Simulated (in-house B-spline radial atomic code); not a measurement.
C IV (C3+) is squeezed into an impenetrable sphere of radius R (the orbitals vanish at R). All numbers are computed (scalar-relativistic (X2C) Hartree-Fock, spin-polarised, averaged over the determinants with the given up and down occupations; Fermi nucleus of rms radius 2.4702 fm) with a radial B-spline atomic code at the basis-set limit, not measured.

Energies in eV above the free ion in [He] 2s1:

```
R (bohr)  highest level (eV)   [He] 2s1  [He] 2p1
    9.81               -64.4          0     8.081
     6.3               -64.4          0     8.081
    5.04               -64.4  0.0007803     8.082
    4.11               -64.4     0.0191     8.107
    3.58               -64.3     0.1065     8.204
    2.92               -63.6     0.7886     8.844
    2.42               -61.2      3.237     10.85
    2.18               -58.2      6.228      13.1
    1.76                 -45      19.39     22.19
     1.4               -11.5      53.04     43.16
```

Q: Does [He] 2p1 fall below [He] 2s1 under compression?

A: Yes, between R = 1.76 and 1.4 bohr the order changes (near 1.68 bohr by linear interpolation).
